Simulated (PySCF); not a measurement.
F₃S, SMILES F[S](F)F (connectivity only; charge and spin as stated), charge -1, multiplicity 1.

Coordinates come from a B3LYP-D3(BJ)/def2-SVPD optimisation. The spin state was assumed, not searched. The isomer is the one that the SMILES or the coordinates give; other isomers of the formula were not compared.

These are CAM-B3LYP/def2-TZVPD run with PySCF values and carry that method's errors.

Gas-phase values at a fixed geometry.

Computed frontier levels, gap, dipole moment and polarisability:
| Quantity | Result |
|---|---|
| highest occupied level | -2.68 eV |
| lowest empty level | 4.43 eV |
| orbital gap | 7.11 eV |
| dipole moment about the centre of nuclear charge | 0.05 D |
| mean static polarisability | 39.1 bohr³ (5.80 Å³) |
| polarisability, principal values | 31.6, 35.2, 50.6 bohr³ |
